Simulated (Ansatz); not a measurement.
Total energies of `C[S][Mg][NH2]`.

```xyz
9

C     0.401    0.908    1.917
S    -1.231    0.636    1.141
Mg   -0.719   -0.368   -0.850
N    -0.294   -1.193   -2.487
H     0.923   -0.030    2.106
H     1.034    1.562    1.317
H     0.221    1.395    2.875
H    -0.214   -2.184   -2.654
H    -0.122   -0.726   -3.365
```

The species carries charge 0 and has multiplicity 1. Correlated methods include outer-core shells of Mg, which these sets cover unevenly. The geometry is a stationary point of PBE0-D4/def2-TZVP. It is one conformer, not always the lowest. Basis def2-TZVPP, the Gaussian-basis code of Ansatz.

RPA on PBE orbitals: Hartree–Fock energy of these orbitals -692.43669 Eh, correlation -1.25300 Eh (frozen core).

```csv
functional,energy without D4 (Eh),D4 term (kJ/mol)
PBE,-693.82257,-13.7
revPBE,-694.09788,-41.4
BLYP,-694.20620,-30.0
B97M-V,-694.08858,–
PBE0,-693.88460,-11.6
B3LYP,-694.29073,-22.2
r2SCAN0,-694.11360,-4.1
BHLYP,-694.18431,-17.7
CAM-B3LYP,-694.20824,-11.9
LC-ωPBE,-693.99878,–
ωB97X-V,-694.11887,–
ωB97M-V,-694.16291,–
B2PLYP,-693.97115,–
PBE-QIDH,-693.75327,–
```

(1) Give the same for LDA (SPW92), r2SCAN, r2SCANh, HSE06 (plane-wave form). (Best estimate.)

B3LYP takes the VWN-RPA correlation (the form of Gaussian; ORCA's B3LYP/G). HSE06 is the plane-wave form, built on full-range PBE exchange. The double hybrids freeze the cores in their second-order part.

## Answers

(1) Ansatz gave: 
| functional | energy without D4 (Eh) | D4 term (kJ/mol) |
| --- | --- | --- |
| LDA (SPW92) | -691.08049 | – |
| r2SCAN | -694.13446 | -3.4 |
| r2SCANh | -694.12581 | -3.7 |
| HSE06 (plane-wave form) | -693.86624 | -10.9 |

LC-ωPBE has ω = 0.4 bohr⁻¹.
